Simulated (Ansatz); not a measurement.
C2H8S2Si (`C[SiH](S)CS`), relaxed with RKS PBE-D4/def2-SVP in the Gaussian-basis code of Ansatz from a rough embedded geometry. The force threshold is 0.03 eV/Å; the program also tests the step.

Charge 0, multiplicity 1.

Start:

```xyz
13

C     0.149   -0.490    1.586
Si   -0.160   -0.639   -0.164
S     1.290   -2.032   -0.935
C    -0.035    1.006   -1.128
S    -1.281    2.135   -0.527
H    -0.595    0.182    2.136
H     0.110   -1.433    2.126
H     1.114   -0.008    1.824
H    -1.463   -1.216   -0.408
H     0.733   -2.156   -2.180
H     1.012    1.427   -0.912
H    -0.113    0.839   -2.169
H    -0.758    2.385    0.751
```

Q: How much energy does the relaxation release, and in how many steps? (An estimate is asked.)

A: Ansatz gave: 0.38 eV, in 5 steps.

Q: Which bonds change most? (Estimate.)

A: Computed: C1–Si2 from 1.783 to 1.883 Å; Si2–H9 from 1.446 to 1.504 Å; C4–S5 from 1.786 to 1.842 Å; C4–H12 from 1.058 to 1.110 Å.

Q: Give the relaxed structure. (An estimate is asked.)

A: Ansatz gave: 
```xyz
13

C     0.153   -0.475    1.653
Si   -0.162   -0.667   -0.194
S     1.351   -2.057   -0.912
C    -0.010    1.001   -1.092
S    -1.272    2.204   -0.497
H    -0.585    0.226    2.094
H     0.054   -1.449    2.171
H     1.172   -0.081    1.843
H    -1.539   -1.211   -0.458
H     0.820   -2.141   -2.164
H     1.013    1.427   -1.031
H    -0.234    0.864   -2.170
H    -0.761    2.360    0.757
```
